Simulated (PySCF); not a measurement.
This PySCF input asks for the NMR shieldings of `BCB(C)NC`, C3H11B2N; the geometry comes from GFN2-xTB.

```python
import basis_set_exchange as bse
import numpy as np
from pyscf import gto, dft
from pyscf.prop import nmr

atoms = """
B     1.600013   -1.416639   -0.039993
C     1.058162   -0.288726    0.882412
B     0.063620    0.598018   -0.018943
C     0.601650    1.927930   -0.703832
N    -1.256067    0.230851   -0.220427
C    -1.971544   -0.935882    0.244202
H     2.535462   -1.224575   -0.719618
H     1.060226   -2.455759   -0.105973
H     1.850685    0.364881    1.242107
H     0.514757   -0.669749    1.746283
H     1.431090    1.703896   -1.372454
H    -0.155690    2.449347   -1.287442
H     0.985708    2.632436    0.032047
H    -1.848488    0.827219   -0.782192
H    -2.309713   -1.544047   -0.599866
H    -2.848744   -0.644467    0.829906
H    -1.318125   -1.542702    0.863875
"""
names = dict.fromkeys(["B", "C", "N", "H"], "pcSseg-1")
basis = {el: gto.basis.parse(bse.get_basis(n, elements=[el], fmt="nwchem")) for el, n in names.items()}
mol = gto.M(atom=atoms, basis=basis, charge=0, verbose=0)
mf = dft.RKS(mol, xc="PBE0")
mf.grids.level = 2
mf.grids.alignment = dft.numint.BLKSIZE   # the property module wants whole blocks of grid points
mf.conv_tol = 1e-9
mf.kernel()

calc = nmr.RKS(mf)   # GIAO
C = mf.mo_coeff
Co = C[:, mf.mo_occ > 0]
resp = mf.gen_response(singlet=True, hermi=2)
def vind(x):   # induced exchange potential for any number of trial vectors
    d = np.einsum("pi,xij,qj->xpq", C, 2 * x.reshape(-1, C.shape[1], Co.shape[1]), Co, optimize=True)
    return np.einsum("xpq,pi,qj->xij", resp(d - d.transpose(0, 2, 1)), C, Co, optimize=True).ravel()
mo1, _ = nmr.rhf.solve_mo1(calc, with_cphf=vind)
sigma = calc.kernel(mo1)
for i, s in enumerate(sigma):   # ppm
    print("%2d %-2s %9.2f" % (i, mol.atom_pure_symbol(i), np.trace(s) / 3))
```

Question: What are the results?

Answer: 
```
 0 B      17.15
 1 C     147.60
 2 B      61.10
 3 C     176.31
 4 N     140.68
 5 C     152.67
 6 H      24.02
 7 H      23.90
 8 H      29.28
 9 H      29.21
10 H      31.12
11 H      31.82
12 H      31.13
13 H      27.67
14 H      28.81
15 H      28.80
16 H      28.10
```

These numbers come from an equivalent density-fitted implementation of the same equations, which agrees with the script to about 0.01 ppm for H and up to a few tenths of a ppm for heavy atoms, so last digits may differ.

Size and cost of the density-fitted run: 157 basis functions, 18 s wall time on 1 thread of an Arm Neoverse V1, shared host.
